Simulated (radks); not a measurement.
Problem. Successive ionisation energies (eV) of one element, from differences of total energies of ions in their ground configurations, starting at charge 45: 3637.7, 4041.0, 4138.2, 4233.3, 4370.8, 4470.7, 4568.3, 4921.4. Method: scalar-relativistic Kohn-Sham, r2SCAN, spin-polarised, spherical densities, finite nucleus; open shells are filled with parallel spins first (spin-orbit coupling, left out, can overturn this in heavy ions); meta-GGA in the generalised Kohn-Sham scheme; Fermi nuclear charge, rms radius 5.1569 fm; computed with a radial shooting solver on a logarithmic mesh with Libxc functionals. Which element is it?

Solution. Gadolinium (Z = 64). The first species listed is Gd45+ in [Ar] 3d1, the last Gd52+ in [Ne] 3s2.
